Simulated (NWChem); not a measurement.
Molecule: C$_{4}$H$_{2}$ClF; SMILES C#C/C=C(\F)Cl

```xyz
8

C      0.0583     3.1548     0.0000
C      0.3507     1.9803     0.0000
C      0.7475     0.6202     0.0000
C     -0.1279    -0.3947     0.0000
F     -1.4434    -0.2188     0.0000
Cl     0.3204    -2.0662     0.0000
H     -0.2193     4.1841     0.0000
H      1.8056     0.3785     0.0000
```
Atoms are numbered in this order, from 1.

Coordinates come from a B3LYP/6-31G* (spherical d) optimisation.

Problem. Give the principal values of the shielding tensors (ppm) of C1, C2, C3, C4, F5 from BHandHLYP/pcSseg-1, GIAO (NWChem), with their diamagnetic and paramagnetic parts as GIAO splits them.

Solution. 
```tsv
atom	σ11	σ22	σ33	isotropic	diamagnetic	paramagnetic
C1	25.2	42.2	198.3	88.5	258.2	-169.7
C2	6.4	18.4	310.8	111.9	253.7	-141.9
C3	-4.0	119.6	146.6	87.4	259.0	-171.6
C4	-98.2	56.5	67.7	8.7	248.6	-239.9
F5	170.9	271.1	300.6	247.5	475.2	-227.7
```
